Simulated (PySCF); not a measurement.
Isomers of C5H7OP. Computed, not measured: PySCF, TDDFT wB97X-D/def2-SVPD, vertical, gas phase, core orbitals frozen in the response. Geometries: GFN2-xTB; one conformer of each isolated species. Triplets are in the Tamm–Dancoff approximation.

A. `Cc1coc(C)p1`
B. `O=P1(C2CC2)C=C1`
C. `C#C[P@@](C)(=O)C=C`
D. `CCc1cocp1`

Lowest singlet levels (six at most, fewer where fewer were computed) with oscillator strengths:

1. 243 nm (f 0.005); 194 nm (f 0.000); 187 nm (f 0.003); 174 nm (f 0.041); 164 nm (f 0.023); 160 nm (f 0.154); T1 4.59 eV
2. 236 nm (f 0.146); 212 nm (f 0.011); 206 nm (f 0.011); 205 nm (f 0.002); 189 nm (f 0.204); 188 nm (f 0.009); T1 3.26 eV
3. 228 nm (f 0.083); 211 nm (f 0.027); 207 nm (f 0.014); 194 nm (f 0.002); 185 nm (f 0.167); 178 nm (f 0.015); T1 3.36 eV
4. 201 nm (f 0.002); 199 nm (f 0.005); 195 nm (f 0.000); 192 nm (f 0.004); 183 nm (f 0.007); 181 nm (f 0.013); T1 4.53 eV

**Question.** Match each spectrum to its molecule.

**Answer.** 1 = B, 2 = A, 3 = D, 4 = C.
- A: S1 at 5.25 eV, HOMO→LUMO (93%); Löwdin shares by element: HOMO carbon 57% or more, phosphorus 24% (atoms not listed hold the other 19%); LUMO carbon 37% or more, phosphorus 35%, oxygen 14% (atoms not listed hold the other 15%); HOMO -8.22 and LUMO 1.04 eV.
- B: S1 at 5.09 eV, HOMO→LUMO (96%); Löwdin shares by element: HOMO carbon 35% or more, oxygen 34%, phosphorus 18%; LUMO carbon 76% or more, hydrogen 12% or more; HOMO -9.15 and LUMO 1.09 eV; point group Cs, 1 of its 6 listed states under f = 0.0005.
- C: S1 at 6.16 eV, HOMO-1→LUMO (34%), HOMO-3→LUMO+1 (16%), HOMO→LUMO (16%); Löwdin shares by element: HOMO oxygen 57%, carbon 18% or more, phosphorus 13%; LUMO carbon 64% or more, phosphorus 9% (atoms not listed hold the other 27%); HOMO -9.86 and LUMO 0.86 eV.
- D: S1 at 5.44 eV, HOMO→LUMO (89%); Löwdin shares by element: HOMO carbon 61% or more, phosphorus 24% (atoms not listed hold the other 15%); LUMO carbon 38% or more, phosphorus 37%, oxygen 15%; HOMO -8.63 and LUMO 0.87 eV.
